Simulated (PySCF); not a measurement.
Results of a calculation; reference values are marked as such.
## CH9OSi3

CH9OSi3 is a small molecule (built as: Si site whose three back bonds go to SiH3, CH2SiH3, OH), neutral, doublet. The structure, one conformer, was relaxed in the gas phase by PBE0-D3(BJ)/def2-SVP. No frequency run checks that it is a minimum.

SMILES: O[Si]([SiH3])C[SiH3]

| atom | x (Å) | y (Å) | z (Å) |
| --- | --- | --- | --- |
| Si1 | 0.514 | 1.177 | 0.244 |
| Si2 | 1.455 | 0.459 | -1.795 |
| C3 | 0.222 | -0.252 | 1.426 |
| Si4 | -1.296 | -1.289 | 0.985 |
| O5 | -1.008 | 1.859 | 0.023 |
| H6 | 1.573 | 1.631 | -2.719 |
| H7 | 2.831 | -0.063 | -1.518 |
| H8 | 0.674 | -0.608 | -2.502 |
| H9 | 1.121 | -0.892 | 1.429 |
| H10 | 0.096 | 0.128 | 2.455 |
| H11 | -1.301 | -2.559 | 1.779 |
| H12 | -1.270 | -1.647 | -0.466 |
| H13 | -2.551 | -0.541 | 1.282 |
| H14 | -1.066 | 2.582 | -0.609 |

EPR values by unrestricted B3LYP, IGLO-III on C O Si, pcH-1 on H.

(1) Predict g and the largest hyperfine couplings. Where does the spin sit?

(2) How do the isotropic couplings move with BHandHLYP?

## Answers

(1) g = 2.0017, 2.0020, 2.0045. The spin sits on Si1 (80 %, bonded to 1 C + 1 O + 1 Si) by Mulliken populations.
| atom | isotope | isotropic (MHz) | dipolar, principal values (MHz) |
| --- | --- | --- | --- |
| Si1 | 29Si | -506.4 | -137.5, 67.3, 70.2 |
| Si2 | 29Si | -126.2 | -23.8, 10.1, 13.7 |
| H8 | 1H | 67.1 | -2.7, -0.2, 2.9 |
| O5 | 17O | -14.3 | -31.2, 15.1, 16.2 |
| Si4 | 29Si | -32.4 | -6.7, 3.1, 3.6 |
| H10 | 1H | 20.9 | -4.4, -2.6, 7.1 |

(2) Si1 -506.4 to -542.5 MHz, Si2 -126.2 to -126.9 MHz, H8 67.1 to 66.0 MHz, O5 -14.3 to -19.8 MHz.
